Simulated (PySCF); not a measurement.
Stepwise substitution at one centre (Ga NH2-SiH3). Isolated molecules, 0 K electronic values unless said otherwise. One relaxed conformer stands for each flexible species; it need not be the lowest. Strings in code marks are SMILES.

Computed with PySCF with PBE-D3(BJ)/def2-TZVP // r2SCAN-D4/def2-TZVP. Excitations are Tamm–Dancoff values on a coarser integration grid. The basis has no diffuse functions, so Rydberg states are missing or too high.

```csv
species,S1 excitation (TDA) (eV),LUMO (eV),S1 oscillator strength
0 of 3 NH2 replaced by SiH3 (`[NH2][Ga]([NH2])[NH2]`),4.81,-0.69,0.007
1 of 3 NH2 replaced by SiH3 (`[NH2][Ga]([NH2])[SiH3]`),4.84,-1.17,0.062
2 of 3 NH2 replaced by SiH3 (`[NH2][Ga]([SiH3])[SiH3]`),4.22,-2.20,0.000
3 of 3 NH2 replaced by SiH3,3.15,-3.37,0.000
```
